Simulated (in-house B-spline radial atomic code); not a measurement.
Removing one electron from Mg XI (Mg10+)

Closed shell 1s2. Computed with an all-electron radial atomic-structure program (B-spline basis): Koopmans values of Dirac-Hartree-Fock plus a diagonal self-energy, in second order or with its direct term screened (direct RPA, with the hole-particle interaction, or full time-dependent Hartree-Fock), linearised in energy; no-pair Dirac-Coulomb Hamiltonian, finite nucleus. Shifts add to the Koopmans value (the ΔSCF shift is orbital relaxation alone); the final value takes TDHF screening with Breit and QED.

Command:
```bash
python run_mb.py task.json out
```
Settings (nuclear radius in fm, box in bohr, cutoff in hartree):
```
basis_form          2
Z                   12
core_configuration  1s2
rms_radius          3.057
mass_number         24
speed_of_light      137.036
box_radius          7.237
lmax                7
intervals           62
virtual_cutoff      600.0
```

Run time, properties included: 0.8 s on 1 thread of Arm Neoverse N1, with other jobs on the host.

Energies in eV:

```json
{"subshell": "1s1/2", "Koopmans": "1762.89", "ΔSCF shift": "-1.522", "second order": "?", "direct RPA": "?", "hole-particle": "?", "TDHF": "?", "Breit + QED": "?", "final": "?"}
```

What does the self-energy do to 1s1/2?

It shifts the removal energy by -0.402 eV in second order, -0.294 with direct RPA, -0.434 with the hole-particle term and -0.458 with TDHF screening (quasi-particle weight 0.999); Breit and QED add -0.829 eV. The final value is 1761.60 eV, against 1761.805 ± 0.001 eV (NIST, tabulated theory). Recoil and two-electron QED terms are left out.
